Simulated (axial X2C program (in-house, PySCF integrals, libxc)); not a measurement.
**Spin–orbit effects down a group: molecules with Rb, PBE0**

All values come from calculations with an axial X2C code built on PySCF integrals, spin-free (one-electron X2C) or two-component (2c: spin–orbit coupling with atomic mean-field Coulomb and Gaunt terms, which also bring small scalar terms), in Dyall basis sets with cores contracted in-house; open shells are unrestricted.

Basis sets: As dyall-cv3z, N dyall-av3z, P dyall-v3z, Rb dyall-cv3z, Sb dyall-cv3z.

| molecule | spin-free state | Re (Å) | ωe (cm⁻¹) | De (eV) | 2c state | Re 2c (Å) | ωe 2c (cm⁻¹) | De 2c (eV) |
| --- | --- | --- | --- | --- | --- | --- | --- | --- |
| RbN | M_S = 1, Λ = 0 | 2.643 | 276.7 | 1.07 | Ω = 1 | 2.642 | 276.8 | 1.07 |
| RbP | M_S = 1, Λ = 0 | 3.145 | 180.2 | 1.32 | Ω = 1 | 3.145 | 180.2 | 1.32 |
| RbAs | M_S = 1, Λ = 0 | 3.240 | 130.2 | 1.24 | Ω = 1 | 3.239 | 130.1 | 1.24 |
| RbSb | M_S = 1, Λ = 0 | 3.442 | 109.4 | 1.23 | Ω = 1 | 3.434 | 108.7 | 1.21 |

Each entry is the lowest single determinant of a limited PBE0 search at one distance. De goes to single-determinant-based atoms at the same level (for ions the charge split of lowest energy) and is withheld (n/a) where an atom does not fit its ground term or J level. Main or longest-lived isotopes. One determinant is a doubtful description, or other states lie close, for RbN, RbP, RbAs, RbSb; these need not be ground states, and all values refer to the states named. Some open-shell Ω = 0 determinants are out of reach, so the Ω given for RbN, RbP, RbAs, RbSb need not be the lowest component. With several unpaired electrons the Ω given is that of one determinant, not necessarily of the lowest component.
